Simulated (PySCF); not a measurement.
Run record: excited-state job, `[GeH3][O][SiH2][GeH3]`.

Computed with TDDFT PBE0/def2-SVPD, vertical, gas phase, core orbitals frozen in the response (PySCF 2.14.0, density-fitted response routines). Geometry: GFN2-xTB. The input is one job of a driver script: a line of settings, then coordinates in Å.

Command:
```bash
OMP_NUM_THREADS=1 python probes_run.py task.json out
```

Input:
```
{"job": {"kind": "uv", "xc": "PBE0", "basis": "def2-SVPD", "nstates": 8, "ntriplets": 3}, "charge": 0, "multiplicity": 1}
Ge     2.249749     1.175804     0.258843
O      0.674760     0.449452     0.190482
Si    -0.150518    -0.746561    -0.537373
Ge    -2.297013    -0.595080     0.335977
H      2.573827     1.667007    -1.119343
H      2.068506     2.273292     1.254428
H      3.208744     0.115522     0.707633
H     -0.107273    -0.546532    -1.990928
H      0.499699    -2.028609    -0.240903
H     -3.204089    -1.643627    -0.239336
H     -3.057755     0.673666     0.083943
H     -2.457438    -0.795017     1.814679
```

Estimate the output.

```
coarse grid: 46200 points
cycle   1  E = -4522.0382148445  dE = -9.466e-01  |g| = 8.843e-01  |ddm| = 4.134e+00
cycle   2  E = -4521.7218885394  dE =  3.163e-01  |g| = 1.534e+00  |ddm| = 2.743e+00
cycle   3  E = -4522.1571741895  dE = -4.353e-01  |g| = 1.871e-01  |ddm| = 2.053e+00
cycle   4  E = -4522.1629299998  dE = -5.756e-03  |g| = 4.375e-02  |ddm| = 2.924e-01
cycle   5  E = -4522.1631324224  dE = -2.024e-04  |g| = 4.825e-03  |ddm| = 4.724e-02
cycle   6  E = -4522.1631401088  dE = -7.686e-06  |g| = 1.358e-03  |ddm| = 1.301e-02
final grid: 92192 points
cycle   7  E = -4522.1631315223  dE = -1.321e-07  |g| = 1.375e-03  |ddm| = 6.322e-03
cycle   8  E = -4522.1631315600  dE = -3.776e-08  |g| = 1.425e-03  |ddm| = 3.988e-03
cycle   9  E = -4522.1631318762  dE = -3.162e-07  |g| = 8.041e-05  |ddm| = 1.817e-03
cycle  10  E = -4522.1631318778  dE = -1.619e-09  |g| = 6.633e-06  |ddm| = 1.365e-04
cycle  11  E = -4522.1631318779  dE = -2.365e-11  |g| = 4.495e-06  |ddm| = 1.778e-05
converged SCF energy = -4522.1631318779

Static polarisability (au): isotropic 92.391, principal 80.768 86.349 110.057

Singlet excitations
state   eV       nm        f      main configurations
  1   6.2185    199.4   0.01386   H->L 0.97
  2   6.5865    188.2   0.00102   H-1->L 0.98
  3   7.3460    168.8   0.21649   H->L+2 0.48, H->L+1 0.45
  4   7.3899    167.8   0.01809   H->L+3 0.91
  5   7.4336    166.8   0.08995   H->L+1 0.46, H->L+2 0.44
  6   7.6048    163.0   0.01727   H-2->L 0.51, H-1->L+1 0.33
  7   7.6220    162.7   0.00100   H-4->L 0.67, H->L+4 0.17
  8   7.7204    160.6   0.00524   H-1->L+1 0.59, H-2->L 0.33

Triplet excitations (Tamm-Dancoff, eV): 5.7177 6.2620 6.5222
```

The SCF starts on a coarse grid where the log names one; the energy can jump when the final grid takes over, and dE then counts from the start density on the new grid. H and L stand for HOMO and LUMO; the number after each pair is its weight.

How does the lowest singlet excitation compare with the HOMO–LUMO gap?

HOMO -8.00 eV and LUMO -0.54 eV give a gap of 7.46 eV; S1 at 6.22 eV lies 1.24 eV below it.

Which computed singlet has the largest oscillator strength, and what do all of them sum to?

State 3 at 7.35 eV (169 nm), f = 0.216; the 8 states sum to 0.363.

Main results: HOMO -8.00 eV, LUMO -0.54 eV; lowest singlet 6.22 eV; lowest triplet 5.72 eV (Tamm–Dancoff); mean polarisability 92.4 au.

 The PBE0/def2-SVPD calculation is non-relativistic and has no spin–orbit coupling, an omission that weighs most on germanium.

Time: 54 s of wall time; peak memory 0.76 GiB. Hardware: an Arm Neoverse N1 with one thread, no GPU, on a shared host.

One conformer stands for the species.
Labels such as C1 count atoms from 1, the log's own numbers from 0.
